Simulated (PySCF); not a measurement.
# One molecule, several mistakes: GeH6NOSi

Calculated results; nothing here was measured. They come from PySCF 2.14.0, an open-source quantum chemistry program, on an isolated molecule that a program drew, which may never have been made. The molecule is GeH6NOSi (charge 0, doublet), drawn as the SMILES string `[NH2][GeH2][O][SiH2]`.

Each row is a Hartree-Fock (HF) and frozen-core CCSD(T) single point in the cc-pV(D+d)Z basis, meant for a local HF minimum. Run 1 is clean. Each other run has one planted mistake out of seven kinds, and not every kind appears here: one electron removed, one electron added, multiplicity raised by two, geometry at a saddle point, minimal basis STO-3G, one bond length entered in bohr, all coordinates scaled. The reference is restricted for singlets and unrestricted otherwise, and also for a bond in bohr. Adding or removing an electron swaps singlet and doublet. Electrons count all cores. HOMO and LUMO are orbital energies over both spins, the gradient is its largest component, and the lowest frequency (negative if imaginary) is given only where the gradient is small. Bond lengths are over the 9 bonds as drawn. T1 is the CCSD diagnostic: over 0.02 (restricted) or 0.045 (unrestricted) a single reference is doubtful. Germanium has the cc-pVDZ-PP basis, with a core potential (ECP10MDF) in place of its 10 inner electrons, and its 3s, 3p and 3d shells are frozen in CCSD(T).

Geometry of the clean run:
```xyz
10
GeH6NOSi, angstrom
N     0.2098    0.6931    2.2417
Ge    0.6521   -0.1539    0.6876
O     0.1549    0.8998   -0.6527
Si   -1.0496    1.9225   -1.0857
H    -0.0702    0.0930    2.9970
H     0.8620    1.3748    2.5867
H    -0.1465   -1.4529    0.6232
H     2.1486   -0.3624    0.4758
H    -0.8511    3.2705   -0.4929
H    -2.3773    1.3986   -0.6671
```

| run | electrons | basis functions | <S^2> | HOMO (eV) | LUMO (eV) | gradient (hartree/bohr) | lowest frequency (cm^-1) | mean bond (Å) | longest bond (Å) | T1 | HF (hartree) | CCSD(T) (hartree) | mistake |
|---|---|---|---|---|---|---|---|---|---|---|---|---|---|
| 1 | 67 | 104 | 0.753 | -8.47 | 2.18 | 1.1e-05 | 40 | 1.4748 | 1.824 | 0.0140 | -715.15102 | -715.74622 | no fault |
| 2 | 66 | 104 | 0.000 | -14.97 | -6.60 | 9.7e-02 | - | 1.4748 | 1.824 | 0.0204 | -714.87353 | -715.46870 | one electron removed |
| 3 | 67 | 104 | 1.133 | -8.57 | 1.53 | 1.8e-02 | - | 1.6218 | 2.811 | 0.0352 | -715.05885 | -715.64905 | one bond length entered in bohr |
| 4 | 67 | 104 | 0.753 | -8.77 | 1.72 | 3.9e-02 | - | 1.5706 | 1.943 | 0.0164 | -715.11367 | -715.72460 | ? |

**Which mistake was planted in run 4, and what did it cost?**

The mean and the longest bond both change by the same factor, 1.065, and the gradient is no longer small. So the mistake is: all coordinates scaled. Subtracting run 1 and multiplying by 627.51 kcal/mol a hartree, the energy moved by 23.4 kcal/mol in HF and 13.6 kcal/mol in CCSD(T).

Cautions from the logs. Run 2: T1 is over the limit, so its CCSD(T) energy is less reliable.
